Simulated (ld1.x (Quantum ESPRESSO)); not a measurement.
Pseudopotential generation for Mg: ultrasoft, LDA (PZ), scalar-relativistic.

ld1.x (Quantum ESPRESSO) 7.5 input, shortened:

```
&input
   title='Mg', zed=12., rel=1, dft='PZ', iswitch=3,
   config='[Ne] 3s0 3p0 3d-2'
 /
 &inputp
   pseudotype=3, tm=.true., lloc=-1, rcloc=0.85,
   nlcc=.true.
 /
6
2S  1  0   2.00   0.00  0.95  1.20  0.0
3S  2  0   0.00   0.00  0.95  1.20  0.0
2P  2  1   6.00   0.00  1.00  1.20  0.0
3P  3  1   0.00   0.00  1.00  1.20  0.0
3D  3  2  -2.00   0.25  0.80  1.00  0.0
3D  3  2  -2.00   1.60  0.80  1.00  0.0
 &test
   configts(1)='2s2 2p6 3s0 3p0'
 /
```

Task: Is the overlap operator S = 1 + Σ q|β⟩⟨β| positive definite (Bessel basis up to 400 Ry)?

Result: Yes: its lowest eigenvalue is 0.07 (s channel).

Test run stopped at test 1 of 9 (negative rho).

A Bessel basis up to 400 Ry misses an occupied level by 1.78 Ry, so cutoffs and ghosts were not judged.
